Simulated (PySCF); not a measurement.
Molecule: SMILES [OH][Ge]([OH])([OH])[OH2+] (charge +1). Atoms near the plane z = 0.0 Å, at the PBE0/def2-SVP optimised geometry (x, y, z in Å): Ge2 (-1.0, -0.7, 0.0), O4 (-1.4, 0.9, 0.0), O5 (1.0, -0.7, 0.0), H8 (-1.5, 1.4, -0.9), H9 (1.4, -1.4, -0.6), H10 (1.5, -0.6, 0.8).

Computed with PySCF with PBE0/def2-TZVP. Cells within 0.4 Å of a nucleus heavier than hydrogen are left out (blank, or x). The values are rescaled to run from 0 to 1.

```
|00000000000000000000000000000|
|00000000000000000000000000000|
|00000000000000000000000000000|
|00000000000000000000000000000|
|00000000100000000000000000000|
|00000011111000000000000000000|
|00000111211100000000000000000|
|00000123442110001111000000000|
|00001149997311111111111100000|
|00001289xx9621111111111110000|
|0000139xxx9931111111111111100|
|0000139xxx9932221111111111110|
|01111269999853322222211111111|
|11112259999986433332222211111|
|11122369999999655675432221111|
|11223589999999979999843222111|
|112346999xxx99999xxx964322111|
|112347999xxx99999xxx985332211|
|112346999xxx99999xxx985332211|
|11234599999999979999975332211|
|11223469999999655789764332211|
|11222346899986543455554322111|
|11122234556654333334443322111|
|11112223333333222233332221111|
|11111222222222222222222211111|
|11111111222221111222222111110|
|01111111111111111111111111100|
|00111111111111111111111111000|
|00011111111111111111111110000|
```
Scale: ten equal steps from 0.000 (start of '0') to 1.00 (end of '9'), in the order '0123456789'; x runs from -3.50 to 3.50, y from -3.50 (bottom) to 3.50 (top).

Problem. Which quantity is mapped?
A. an orbital amplitude
B. Laplacian of the electron density
C. electron localisation function
D. electrostatic potential

Solution. D, electrostatic potential. In full: electrostatic potential (hartree/e), clipped to [0.09, 0.63].
